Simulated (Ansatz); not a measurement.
`CO[BH][ZnH]` + `CB(C)Cl` → `C[B](C)[ZnH]` + `COBCl` at 500 K and 1 bar (redistribution).

Computed with Ansatz on PBE0-D4/def2-TZVP structures; ΔE is electronic, products minus reactants. CCSD(T)/CBS is the MP2 limit (def2-TZVPP, def2-QZVPP) plus CCSD(T) − MP2 in def2-TZVPP, frozen cores. For Zn outer-core shells are correlated without core-valence functions, which leaves a few kJ/mol of doubt a bond. Scalar relativity is left out up to krypton. One conformer a species, not always the lowest.

```
       species  CCSD(T)/CBS energy (Eh)  H − E (kJ/mol)  S (J/(mol·K))
 `CO[BH][ZnH]`              -1919.39909           200.4          378.3
     `CB(C)Cl`               -564.35192           245.2          374.9
`C[B](C)[ZnH]`              -1883.46486           262.1          425.3
       `COBCl`               -600.27977           183.1          347.1
```

H − E and S are ideal-gas, rigid-rotor, harmonic terms from PBE0-D4/def2-TZVP, for one conformer and one mirror image of each species. 1 Eh = 2625.50 kJ/mol, R = 8.31446 J/(mol·K).

Question: By hand: ΔE, ΔH, ΔS and ΔG.

Answer: ΔE = (-1883.46486) + (-600.27977) − (-1919.39909) − (-564.35192) = 0.00638 Eh = 16.8 kJ/mol. Δ(H − E) = 262.1 + 183.1 − 200.4 − 245.2 = -0.4, so ΔH = 16.4 kJ/mol. ΔS = 425.3 + 347.1 − 378.3 − 374.9 = 19.2 J/(mol·K). ΔG = 16.4 − 500 × (19.2)/1000 = 6.8 kJ/mol.

Question: By hand: the equilibrium constant, and the temperature at which ΔG would vanish if ΔH and ΔS stayed fixed.

Answer: log₁₀ K = −ΔG/(RT ln 10) = -0.7. ΔG = 0 at ΔH/ΔS = 854 K, though so small a ΔS makes that figure unsure.

TΔS isn't small against ΔH here. A doubt of 5 kJ/mol in ΔE shifts log₁₀ K by 0.5 here. Other conformers and mirror images would add mixing entropy, several J/(mol·K) or more a flexible species. Modes under 60 cm⁻¹, often nearly free rotors, make the harmonic entropy too high. These are equilibria of isolated gas molecules and say nothing of rates. Largest T1 diagnostic: 0.016 (customary marks: 0.02 for closed shells, 0.045 for open ones).
